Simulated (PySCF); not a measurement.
Lu: excitation energy

Lu [Xe] 4f14 5d1 6s2 (2D) → Lu [Xe] 4f14 5d3 (4F), as a difference of total energies. Computed with PySCF 2.14 in x2c-TZVPPall (11s7p7d2f2g, 99 functions), with scalar relativity by spin-free X2C-1e. Correlated levels: valence: [Kr] 4d10 frozen; valence and next inner shell: [Ar] 3d10 frozen. The calculations carry no spin-orbit coupling.

```
                                method  excitation energy (eV)
                                   UHF                   5.148
                                   LDA                   5.282
                                   PBE                   5.092
                                  PBE0                   5.101
                                r2SCAN                   5.020
                                 B3LYP                   5.380
                                  BLYP                   5.362
                               r2SCANh                   5.042
                         MP2 (valence)                   5.912
                     SCS-MP2 (valence)                   6.191
    MP2 (valence and next inner shell)                   5.901
SCS-MP2 (valence and next inner shell)                   6.180
```

How much does correlation contribute at MP2 (valence and next inner shell)?

5.901 − (5.148) = 0.753 eV, measured against UHF.

A first-order spin-orbit estimate (lowest level to lowest level, LS coupling) adds 0.006 eV.
